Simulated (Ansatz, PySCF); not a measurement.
Two conformers of C4H8O (SMILES C=CCOC), B3LYP-D3(BJ)/def2-TZVP minima.
Conformer 1 (charge 0, multiplicity 1):
| atom | x (Å) | y (Å) | z (Å) |
|---|---|---|---|
| C | 1.8402 | 0.7534 | -0.2025 |
| C | 1.1368 | -0.3657 | -0.0972 |
| C | 0.0910 | -0.6154 | 0.9482 |
| O | -1.1644 | -0.9860 | 0.3972 |
| C | -1.8229 | 0.0747 | -0.2666 |
| H | 2.5993 | 0.8820 | -0.9635 |
| H | 1.6858 | 1.5830 | 0.4790 |
| H | 1.2995 | -1.1809 | -0.7968 |
| H | 0.3852 | -1.4582 | 1.5782 |
| H | -0.0178 | 0.2688 | 1.5914 |
| H | -2.7800 | -0.3127 | -0.6120 |
| H | -2.0017 | 0.9170 | 0.4145 |
| H | -1.2509 | 0.4400 | -1.1260 |
Conformer 2 (charge 0, multiplicity 1):
| atom | x (Å) | y (Å) | z (Å) |
|---|---|---|---|
| C | 1.5672 | 0.0701 | -0.9911 |
| C | 1.3319 | -0.1952 | 0.2857 |
| C | 0.0334 | -0.7113 | 0.8397 |
| O | -1.0388 | -0.7127 | -0.0778 |
| C | -1.6826 | 0.5418 | -0.1990 |
| H | 0.8001 | -0.0677 | -1.7424 |
| H | 2.5333 | 0.4260 | -1.3234 |
| H | 2.1195 | -0.0594 | 1.0225 |
| H | 0.1673 | -1.7499 | 1.1596 |
| H | -0.2343 | -0.1383 | 1.7400 |
| H | -2.1303 | 0.8460 | 0.7554 |
| H | -0.9944 | 1.3260 | -0.5297 |
| H | -2.4723 | 0.4246 | -0.9393 |

No zero-point or thermal terms.

Rows in 6-31G* carry no dispersion term and start afresh at each structure (6-31G* with six Cartesian d functions). MP2/6-31G* freezes PySCF's default core.

Programs: Ansatz (an electronic-structure program) with Gaussian orbitals; PySCF for 6-31G* rows, the dispersion terms. 

Task: Predict the electronic energy of conformer 2 less that of conformer 1 from BLYP/def2-TZVPP.

Result: 4 kJ/mol
